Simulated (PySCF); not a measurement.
# Computed properties of Si(H)(OH)(SiH3)2 (H₈OSi₃), SMILES O[SiH]([SiH3])[SiH3]

Si(H)(OH)(SiH3)2 (H8OSi3), SMILES [SiH3][SiH]([SiH3])O. Geometry: PBE0-D3(BJ)/def2-SVP. The values are those of a single conformer. All values are computed for the isolated molecule unless a solvent is named; none is compared with measurement here.

**Structure.** All 30 harmonic modes at PBE0-D3(BJ)/def2-SVP (PySCF) are real, so it is a minimum. With heavy atoms numbered as in [SiH:1]([OH:2])([SiH3:3])[SiH3:4], the shortest bond between them is Si1–O2 at 1.679 Å and the longest Si1–Si4 at 2.354 Å.

**Vibrations.** The strongest infrared lines (harmonic, unscaled, degenerate partners summed) lie at 836 cm⁻¹ (296 km/mol, H 54 %, O 24 %, Si 23 %), 858 cm⁻¹ (244 km/mol, H 89 %, Si 11 %), 718 cm⁻¹ (210 km/mol, H 89 %, Si 11 %). The softest mode is at 85 cm⁻¹ and the zero-point energy is 45.4 kcal/mol.

**Electronic structure.** PBE0/def2-TZVP (PySCF) places the frontier levels at -7.46 and -0.84 eV, a gap of 6.62 eV, and gives a dipole moment of 1.01 D and a mean polarisability of 92.2 bohr³. PBE/def2-TZVP (PySCF) at the same geometry gives -6.32 and -1.68 eV, so its gap is 1.98 eV narrower. An orbital gap is neither the optical nor the fundamental gap.

**Excitations.** TDDFT-M06-2X/def2-SVPD (PySCF) has S1 at 5.40 eV (230 nm, f = 0.003, weak); the most intense of the 10 singlets computed lies at 7.15 eV (f = 0.44). T1 (TDA) is at 5.02 eV. TDDFT-PBE/def2-SVPD (PySCF) puts S1 at 4.89 eV. No vertical singlet excitation falls in the visible range (under 3.1 eV).

**NMR.** GIAO shifts at PBE0/pcSseg-1 (PySCF) (non-relativistic, atoms alike by connectivity averaged): ¹H from -0.4 to 6.1 ppm against TMS; ²⁹Si from -106.4 to -5.5 ppm against TMS.

**Solvation.** SMD-ωB97X/def2-SVP (PySCF) gives -1.2 kcal/mol in water, -3.4 kcal/mol in dichloromethane, -2.6 kcal/mol in tetrahydrofuran (1 M in both phases, gas-phase geometry); of these solvents dichloromethane holds the molecule best.
